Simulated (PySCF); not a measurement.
# Tb(III) with more and more SH

Computed with PySCF 2.14.0, PBE0, def2-SVP on the ligands, density fitting, scalar-relativistic core potentials, no spin-orbit coupling, vacuum. The metal has lcecp-1-SVP with ECP54. Each complex is relaxed within the symmetry of its template. Distances are means of the shortest metal–ligand contacts, charges and spins Mulliken's; removal energies are rigid, with the ligand's formal charge and no counterpoise, so too large; for an anion taken off a cation in vacuum most of it is the attraction of opposite charges, and multiply charged cations can part far more cheaply with an electron moved from ligand to metal. lcecp potentials hold a fixed number of 4f electrons in the core, out of states, spins and gaps.

```json
{"complex": "[Tb(SH)2]+", "point group": "C2, nearly C2v", "M–SH (Å)": "2.487", "charge on M (e)": "1.09", "dipole (D)": "–", "removal of one SH (eV)": "14.45", "strongest infrared band, degenerate modes summed (cm⁻¹)": "393", "unstable modes (below −25 cm⁻¹)": "0"}
{"complex": "[Tb(SH)4]−", "point group": "S4", "M–SH (Å)": "2.664", "charge on M (e)": "0.57", "dipole (D)": "–", "removal of one SH (eV)": "4.63", "strongest infrared band, degenerate modes summed (cm⁻¹)": "267", "unstable modes (below −25 cm⁻¹)": "0"}
```

(1) What does the calculation give for Tb(SH)3?

Moved off a saddle point of the template and relaxed again: Tb(SH)3. One start shape was tried for each, so a minimum needn't be the lowest isomer.

Answers

(1) point group: C3, nearly C3h, M–SH (Å): 2.589, charge on M (e): 0.84, dipole (D): 0.33, removal of one SH (eV): 9.12, strongest infrared band, degenerate modes summed (cm⁻¹): 314, unstable modes (below −25 cm⁻¹): 0.
```xyz
7

Tb    0.0000    0.0000    0.8901
S     2.5546    0.4165    0.9479
H     2.8739   -0.9002    0.9611
S    -1.6380    2.0041    0.9479
H    -0.6573    2.9390    0.9611
S    -0.9166   -2.4206    0.9479
H    -2.2165   -2.0387    0.9611
```
